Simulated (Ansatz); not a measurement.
System: trimethoxysilane, C₃H₁₀O₃Si (charge 0, singlet). 
Structure (B3LYP-D3(BJ)/def2-TZVP (Ansatz, a program for electronic structure) minimum search):
SMILES: O(C)[SiH](OC)OC
```xyz
17

Si    -0.0187    -0.1084    -0.2693
O     -0.3530     1.4862    -0.2867
C      0.3783     2.4604    -1.0151
O      1.4862    -0.3275     0.3154
C      2.1111    -1.5892     0.4947
O     -1.0818    -0.8616     0.7092
C     -2.4891    -0.8693     0.5251
H     -0.1143    -0.6607    -1.6410
H      0.4719     2.1842    -2.0702
H      1.3781     2.5895    -0.5942
H     -0.1596     3.4058    -0.9492
H      1.6274    -2.1510     1.2970
H      2.0797    -2.1852    -0.4230
H      3.1533    -1.4153     0.7611
H     -2.9202    -1.5653     1.2443
H     -2.9081     0.1249     0.6965
H     -2.7588    -1.1975    -0.4837
```

Wanted: atomisation energy (electronic, to ground-state atoms), in kJ/mol. Cores are frozen in the correlated levels unless marked. UHF or UKS for open shells. No spin-orbit coupling. Non-relativistic. The coupled-cluster limit lacks core correlation, which all-electron functionals hold. CBS(X,Y): correlation extrapolated as X^-3; Hartree-Fock from the larger set. The bracket is a focal-point correction in the basis named.

| level | program | atomisation energy (kJ/mol) |
|---|---|---|
| revPBE-D3(BJ)/def2-TZVPD | Ansatz + dftd3 | 6568.8 |
| HSE06-D3(BJ)/def2-TZVPD | Ansatz + dftd3 | 6644.9 |
| CAM-B3LYP-D3(BJ)/def2-TZVPD | Ansatz + dftd3 | 6706.1 |
| MP2/aug-cc-pV(T+d)Z | Ansatz | 6665.7 |
| SCS-MP2/6-31G | Ansatz | 5432.4 |
| CCSD/6-31G* | Ansatz | 5987.2 |
| RI-MP2/CBS(aug-cc-pV(T+d)Z,aug-cc-pV(Q+d)Z)+[CCSD(T)-MP2]/aug-cc-pV(T+d)Z | Ansatz | 6694.5 |
